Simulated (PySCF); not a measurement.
**Excitation energy of Te by level of theory**

Te [Kr] 4d10 5s2 5p4 (3P) → Te [Kr] 4d10 5s2 5p3 6s1 (5S), as a difference of total energies. Calculation: PySCF 2.14, in aug-cc-pwCVDZ-PP with ECP28MDF; scalar relativity through the core potential. Correlated levels: valence and next inner shell: nothing frozen outside the core potential. The calculations carry no spin-orbit coupling.

```csv
method,excitation energy (cm⁻¹)
UHF,38373
MP2 (valence and next inner shell),39004
SCS-MP2 (valence and next inner shell),40004
CCSD (valence and next inner shell),39644
CCSD(T) (valence and next inner shell),39667
```

Errors of the correlated levels include the incompleteness of this basis.

For comparison: 42146 cm⁻¹ (measured; NIST levels, between the centres of gravity of the two terms).
